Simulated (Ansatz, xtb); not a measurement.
**Two isomers of BCl2H3OSi**

We compare a, `BO[SiH](Cl)Cl`, a singlet, with b, `[SiH3]OB(Cl)Cl`, a singlet. Both are isolated molecules in the gas phase, relaxed with PBE0-D4/def2-SVP; the shapes shown needn't be the lowest conformers.

a (Å):

```json
{"atom": "B", "x (Å)": "0.6823", "y (Å)": "0.1742", "z (Å)": "0.3712"}
{"atom": "Cl", "x (Å)": "0.7630", "y (Å)": "-1.5283", "z (Å)": "-3.2777"}
{"atom": "Cl", "x (Å)": "-2.0605", "y (Å)": "-0.9015", "z (Å)": "-1.6135"}
{"atom": "O", "x (Å)": "0.7046", "y (Å)": "-0.9866", "z (Å)": "-0.3281"}
{"atom": "Si", "x (Å)": "-0.1990", "y (Å)": "-1.7437", "z (Å)": "-1.4877"}
{"atom": "H", "x (Å)": "-0.2362", "y (Å)": "0.9512", "z (Å)": "0.2326"}
{"atom": "H", "x (Å)": "1.6047", "y (Å)": "0.3852", "z (Å)": "1.1229"}
{"atom": "H", "x (Å)": "-0.3090", "y (Å)": "-3.1709", "z (Å)": "-1.1379"}
```

b (Å):

```xyz
8

B     0.3636    0.4521   -1.3909
Cl   -1.1365   -0.2444   -2.0224
Cl    1.4560    1.2625   -2.4972
O     0.6635    0.3650   -0.0951
Si   -0.1567   -0.3343    1.2116
H    -1.4788    0.3294    1.3745
H     0.7031   -0.0945    2.3985
H    -0.3219   -1.7928    0.9652
```

Q: Estimate E(b) − E(a) at the level CCSD(T)/def2-SVP + ΔMP2/def2-TZVPP.

A: CCSD(T)/def2-SVP + ΔMP2/def2-TZVPP gives E(b) − E(a) = +5.6 kcal/mol, favouring structure a, but this leans on the basis-set step: CCSD(T) alone gives −3.0 kcal/mol.

How the difference moves with the method:

| level | geometry | E(b) − E(a) (kcal/mol) | departure from the last row (kcal/mol) | job, with rough time for the two |
| --- | --- | --- | --- | --- |
| PBE0-D4/def2-SVP | PBE0-D4/def2-SVP | −1.6 | −7.2 | optimisation, 2.6 min |
| HF/def2-SVP | PBE0-D4/def2-SVP | +2.0 | −3.5 | part of the CCSD(T) run |
| MP2/def2-SVP | PBE0-D4/def2-SVP | −2.6 | −8.2 | part of the CCSD(T) run |
| CCSD(T)/def2-SVP | PBE0-D4/def2-SVP | −3.0 | −8.6 | single point |
| CCSD(T)/def2-SVP + ΔMP2/def2-TZVPP | PBE0-D4/def2-SVP | +5.6 |  | single point, 32 s |

As drawn, b has 2 B–Cl, 2 Si–H in place of 2 Cl–Si, 2 B–H.

PBE0-D4/def2-SVP, MP2/def2-SVP, CCSD(T)/def2-SVP put the two in the other order. The largest departure from CCSD(T)/def2-SVP + ΔMP2/def2-TZVPP is that of CCSD(T)/def2-SVP, 8.6 kcal/mol. Levels run at GFN2-xTB geometries aren't shown. The last row adds to CCSD(T) the change of the MP2 difference between the two basis sets, here +8.6 kcal/mol, a large step that makes the value less sure.

With harmonic frequencies from PBE0-D4/def2-SVP (ideal gas, rigid rotor, one conformer each, 298.15 K, 1 atm): on the last row, ΔE + ΔZPE = +4.5 kcal/mol. A mode under 50 cm⁻¹ makes harmonic enthalpies and free energies unreliable, so none is given.

The correlated steps freeze 17 core orbitals. Run with Ansatz 0.2.0; the last row on 2 threads of Intel(R) Xeon(R) Platinum 8259CL CPU @ 2.50GHz (Skylake/Cascade Lake) on a shared host.
